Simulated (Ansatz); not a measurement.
C3H7Ga, SMILES C(=C)[CH2][GaH2].

Coordinates come from a B3LYP-D3(BJ)/def2-SVP optimisation. The structure was generated by enumeration; whether it is a known compound was not checked. The values are those of a single conformer.

Two levels are set side by side: PBE/def2-SVPD (Ansatz, an electronic-structure program) and CAM-B3LYP/def2-SVPD (Ansatz). Energy differences of separate SCF runs at the same geometry; the states with an electron removed or added have multiplicity 2 and 2. Differences are taken from unrounded values.

```tsv
quantity	CAM-B3LYP
vertical ionisation energy (eV)	8.80
vertical singlet–triplet gap (eV)	3.74
```

Problem. What does PBE give, and how far is it from CAM-B3LYP? (Estimate from the structure and the level; the computed values follow.)

Solution. 
```
quantity                            PBE  PBE minus CAM-B3LYP
---------------------------------  ----  -------------------
vertical ionisation energy (eV)    8.68                -0.12
vertical singlet–triplet gap (eV)  3.50                -0.24
```
